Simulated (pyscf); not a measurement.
•H₂C–CH₂–Cl → H₃C–CH•–Cl, a hydrogen shift (doublet surface; C–H broken, C–H formed). Structures and frequencies: ωB97X-D3(BJ)/def2-SVP in PySCF. Correlated levels are frozen-core, on RHF or UHF. ΔMP2 is the change of the MP2 total energy from the triple- to the quadruple-zeta basis. Energies in kJ/mol from the reactant's lowest minimum found.

Small-basis levels: PySCF, no dispersion term, spherical d functions. GFN2-xTB: tblite. Open shells are spin-unrestricted. 

| level | barrier | reaction energy |
|---|---|---|
| MP2/6-31G* | 204.9 | -16.8 |
| BP86/6-31G* | 171.8 | -18.4 |
| PBE/6-31G* | 169.2 | -20.0 |
| B3LYP/LANL2DZ | 207.4 | +4.1 |
| B3LYP/6-31G* | 189.6 | -16.5 |
| M06-2X/6-31G* | 193.0 | -14.1 |
| B3LYP/6-311+G** | 181.3 | -13.9 |
| B3LYP/def2-SVP | 175.7 | -22.0 |
| GFN2-xTB | 180.7 | -28.6 |
| CCSD(T)/def2-TZVPP + ΔMP2(QZVPP) | 182.6 | -16.6 |

Against the last row the barrier runs from -13.4 (PBE/6-31G*) to +24.8 kJ/mol (B3LYP/LANL2DZ); B3LYP/6-311+G** happens to lie closest here (1.3 kJ/mol apart). CCSD(T)/def2-TZVPP + ΔMP2(QZVPP) has limits of its own. The same reactants have a lower exit, to •H₂C–CH₂–Cl (barrier +40.9 kJ/mol at ωB97M-D3(BJ), against +177.4 kJ/mol here). One saddle was located; it need not be the lowest between these sides. The CCSD(T) − MP2 part came from Ansatz, without density fitting, on the same reference.
